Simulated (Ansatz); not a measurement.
Start from `[SH][Sn]([SH])([SH])[SH]` and change one element to get `S[Si](S)(S)S`.

Ansatz, PBE0-D4/def2-TZVP geometries, multiplicity 1. Each molecule was computed in one conformer, which needn't be the lowest.

Elements past krypton have def2 core potentials.

```csv
property,`[SH][Sn]([SH])([SH])[SH]`
zero-point energy (PBE0-D4/def2-TZVP) / kJ/mol,96.8
HOMO–LUMO gap (ωB97M-V/def2-TZVPP) / eV,9.75
LUMO energy (PBE0/def2-TZVPP) / eV,-2.03
HOMO–LUMO gap (PBE0/def2-TZVPP) / eV,5.63
HOMO energy (B3LYP/def2-TZVPP) / eV,-7.39
HOMO energy (PBE0/def2-TZVPP) / eV,-7.67
```

(1) Give the same properties after the change, and the shifts. (An estimate is asked.)

Answers

(1) Ansatz gave: 
| property | `S[Si](S)(S)S` | shift |
| --- | --- | --- |
| zero-point energy (PBE0-D4/def2-TZVP) / kJ/mol | 104.9 | 8.1 |
| HOMO–LUMO gap (ωB97M-V/def2-TZVPP) / eV | 11.27 | 1.52 |
| LUMO energy (PBE0/def2-TZVPP) / eV | -0.45 | 1.58 |
| HOMO–LUMO gap (PBE0/def2-TZVPP) / eV | 7.17 | 1.54 |
| HOMO energy (B3LYP/def2-TZVPP) / eV | -7.35 | 0.04 |
| HOMO energy (PBE0/def2-TZVPP) / eV | -7.61 | 0.06 |

With PBE0 the HOMO rises by 0.06 eV and the LUMO rises by 1.58 eV, so the gap widens by about 1.52 eV. PBE moves the HOMO by 0.02 eV and ωB97M-V by 0.09 eV.

B3LYP here is the variant with VWN-RPA as its local correlation; programs differ in this.
